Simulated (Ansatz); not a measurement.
Si4SnN2H12⁺, that is Sn(N(SiH3)2)2 with one electron fewer. Charge 1, multiplicity 2. Geometry r2SCAN-D4/def2-SVP, that of the neutral singlet; atoms count from 1.

```xyz
19

Sn    1.5014   -1.1226    0.2846
N    -0.0294   -0.4641    1.5352
Si   -0.0412   -0.9675    3.2155
Si   -1.3111    0.5809    0.9245
H     0.0575    0.1926    4.1545
H     1.1503   -1.8509    3.4267
H    -1.2728   -1.7404    3.5657
H    -2.2419    0.8400    2.0703
H    -2.0995   -0.0613   -0.1684
H    -0.7969    1.8997    0.4502
N     0.7372   -0.0566   -1.3983
Si    1.3711    1.5357   -1.7055
Si   -0.2246   -0.9777   -2.5190
H     2.3271    1.5734   -2.8602
H     2.1301    1.9557   -0.4780
H     0.2990    2.5427   -1.9770
H    -1.5240   -0.3158   -2.8525
H    -0.5145   -2.2984   -1.8586
H     0.4820   -1.2656   -3.8098
```

In the def2 sets Sn takes a core potential; there is no spin–orbit coupling.

Estimate the Mulliken populations from the PBE0/def2-TZVP orbitals of Ansatz.


| atom | charge (e) | spin (α − β) |
| --- | --- | --- |
| Sn1 | 0.90 | 0.12 |
| N2 | -0.54 | 0.12 |
| Si3 | 0.18 | 0.01 |
| Si4 | 0.20 | 0.01 |
| H5 | 0.02 | 0.00 |
| H6 | -0.01 | 0.00 |
| H7 | 0.02 | 0.00 |
| H8 | 0.03 | 0.00 |
| H9 | 0.00 | 0.00 |
| H10 | 0.00 | 0.00 |
| N11 | -0.42 | 0.61 |
| Si12 | 0.15 | -0.02 |
| Si13 | 0.16 | -0.02 |
| H14 | 0.06 | 0.04 |
| H15 | 0.03 | 0.00 |
| H16 | 0.07 | 0.05 |
| H17 | 0.07 | 0.05 |
| H18 | 0.02 | 0.00 |
| H19 | 0.06 | 0.04 |
Mulliken values depend strongly on the basis.

Where does the spin sit?

Summed by element: Sn 0.12, N 0.72, Si -0.03, H 0.19, of 1 unpaired in all. Largest on single atoms: N11 0.61, Sn1 0.12, N2 0.12.

And the Mayer bond orders between heavy atoms (over 0.3)?

Sn1–N2 1.03 (2.08 Å); Sn1–N11 0.69 (2.13 Å); N2–Si3 1.00 (1.75 Å); N2–Si4 1.02 (1.76 Å); N11–Si12 0.99 (1.74 Å); N11–Si13 0.99 (1.74 Å).
